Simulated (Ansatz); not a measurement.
[MnNCl4]2- (MnNCl₄²⁻). The state is a singlet with charge -2. Geometry relaxed at r2SCAN-D4/def2-SVPD.

```xyz
6

Mn   -0.007   -0.111    0.000
N    -0.104   -1.592    0.006
Cl   -2.257    0.576    0.143
Cl   -0.117    0.427   -2.291
Cl    2.313    0.275   -0.146
Cl    0.172    0.424    2.288
```

A multiply charged anion in the gas phase is held together partly by the finite basis. Removing one electron lowers the energy by 0.54 eV at PBE0-D4/def2-TZVPD, so it isn't bound. The restricted singlet is unstable towards broken spin symmetry at other levels; at r2SCAN-D4/def2-SVPD this wasn't settled. At PBE0-D4/def2-TZVPD a triplet of charge -2 lies 0.68 eV below the restricted singlet, each at its own geometry.

**Question.** Estimate the harmonic wavenumbers at RKS r2SCAN-D4/def2-SVPD (Ansatz, unscaled). Is this a minimum?

**Answer.** 38, 157, 157, 166, 170, 205, 252, 252, 274, 337, 337, 1223 cm⁻¹. Yes, no mode is imaginary beyond noise. Zero-point energy 21.4 kJ/mol. Hardware: 4 threads of Arm Neoverse V1 on a shared host. Wall time 2.4 min.
